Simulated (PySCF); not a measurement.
Computed IR spectrum (relative IR intensity) of a molecule C3H7NO. Coordinates come from a PBE0-D3(BJ)/def2-SVP optimisation. The values are those of a single conformer. Level of theory: PBE0-D3(BJ)/def2-SVP in PySCF. No scaling factor is applied to the harmonic values.

| ν (cm⁻¹) | relative intensity |
|---|---|
| 327 | 2.7 |
| 352 | 3.9 |
| 1104 | 23 |
| 1328 | 6.5 |
| 1408 | 2.8 |
| 1417 | 9.4 |
| 1444 | 7.6 |
| 1472 | 4.0 |
| 1479 | 4.6 |
| 1536 | 12 |
| 1859 | 100 |
| 2960 | 21 |
| 3026 | 10 |
| 3035 | 11 |
| 3098 | 8.7 |
| 3111 | 3.3 |
| 3158 | 2.1 |

Which structure fits?
A. C/N=C\CO
B. CN(C)C=O
C. C/N=C/OC

B, CN(C)C=O
